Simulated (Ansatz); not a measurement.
C$_{4}$H$_{9}$AlF$_{2}$, SMILES `C[C](C)(C)[Al]([F])[F]`, relaxed with RKS PBE0-D4/def2-TZVP in Ansatz from a PBE-D4/def2-SVP geometry. The force threshold is 0.005 eV/Å; the program also tests the step.

Total charge 0; spin multiplicity 1.

Start:

```xyz
16

C    -0.637    0.337    1.359
C    -0.012   -0.029   -0.004
C     0.236   -1.545   -0.085
C    -0.951    0.420   -1.143
Al    1.687    0.964   -0.171
F     1.715    2.640   -0.137
F     3.171    0.204   -0.339
H    -1.621   -0.174    1.480
H    -0.822    1.428    1.459
H    -0.001    0.021    2.214
H     0.682   -1.849   -1.055
H    -0.726   -2.098    0.023
H     0.913   -1.906    0.718
H    -0.550    0.164   -2.146
H    -1.939   -0.089   -1.049
H    -1.144    1.513   -1.125
```

```
        step  energy (eV)  largest force (eV/Å)  largest move (Å)
           1  -16320.9153                 0.659             0.000
           2  -16320.9792                 0.415             0.036
           3  -16320.9911                 0.099             0.028
4 (rejected)  -16320.9906                 0.102             0.036
           5  -16320.9920                 0.077             0.018
           6  -16320.9924                 0.017             0.007
           7  -16320.9925                 0.007             0.009
           8  -16320.9925                 0.001             0.002
```

End:

```xyz
16

C    -0.636    0.330    1.345
C     0.003   -0.022   -0.002
C     0.234   -1.529   -0.083
C    -0.942    0.416   -1.126
Al    1.690    0.961   -0.174
F     1.707    2.607   -0.153
F     3.151    0.220   -0.340
H    -1.608   -0.174    1.437
H    -0.816    1.404    1.450
H    -0.026    0.006    2.193
H     0.675   -1.830   -1.036
H    -0.723   -2.059    0.019
H     0.893   -1.890    0.711
H    -0.559    0.155   -2.117
H    -1.911   -0.088   -1.012
H    -1.132    1.493   -1.111
```

It took 87 s on 4 threads of an Arm Neoverse V1 on a shared host, with 0.96 GiB of host memory at the peak.
